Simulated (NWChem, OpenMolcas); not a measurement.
**How basis sets differ on SnNH4Cl (SMILES [NH2][SnH2][Cl])**

SnNH4Cl has 7 atoms, charge 0, and is taken as a singlet. As SMILES, `[NH2][SnH2][Cl]`. The coordinates come from a PBE0-D4/def2-TZVP relaxation. This is one conformer, not always the lowest.

Each level gives the HOMO–LUMO gap (eV). The values are calculated.

| level | kind | program | value (eV) | CPU time |
| --- | --- | --- | --- | --- |
| HF/ANO-R0 (sfX2C) | Hartree–Fock | OpenMolcas | 13.23 | 9 s |
| HF/STO-3G | Hartree–Fock | OpenMolcas | 16.99 | 3.2 s |
| HF/3-21G | Hartree–Fock | NWChem | 13.67 | 9.4 s |
| HF/def2-SVP (core potential) | Hartree–Fock | NWChem | 14.08 | 20 s |
| HF/ANO-RCC-VDZP (DKH2, RICD fitting) | Hartree–Fock | OpenMolcas | 13.26 | 25 s |

All-electron rows without a relativistic Hamiltonian named are non-relativistic, while core potentials hold scalar relativity, so basis and relativity change together. The values span 13.23 to 16.99 eV. A Hartree–Fock LUMO above zero doesn't converge with the basis: it sinks as sets grow more diffuse. Orbital gaps aren't excitation energies. CPU times are rough (shared hosts, several kinds of processor and program).
